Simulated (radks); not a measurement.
Excited configurations of Cs I: one electron is placed in a higher orbital outside [Xe]. The ground configuration is [Xe] 6s1. Calculated with a radial shooting solver on a logarithmic mesh with Libxc functionals: scalar-relativistic Kohn-Sham, PBEsol, spin-polarised, spherical densities, point nucleus; open shells are filled with parallel spins first (spin-orbit coupling, left out, can overturn this in heavy ions). Excitation = E - E(ground); binding = E(ion) - E, where the ion is the core of charge +1; n* = 1/sqrt(2 binding) in atomic units, and the quantum defect is n - n*.

| outer orbital | excitation (eV) | binding (eV) | n* | quantum defect |
|---|---|---|---|---|
| 4f | 2.987 | 0.947 | 3.791 | 0.209 |
| 5f | 3.277 | 0.657 | 4.551 | 0.449 |
| 6p | 1.390 | 2.543 | 2.313 | 3.687 |
| 6d | 2.583 | 1.351 | 3.174 | 2.826 |
| 6f | 3.455 | 0.478 | 5.332 | 0.668 |
| 7p | 2.567 | 1.367 | 3.155 | 3.845 |
| 7d | 3.084 | 0.850 | 4.001 | 2.999 |

The Delta-SCF ionisation energy is 3.934 eV (NIST Atomic Spectra Database: 3.894 eV, measured). Self-interaction in the functional shifts the binding energies and quantum defects, so they are the method's values and not measured ones.
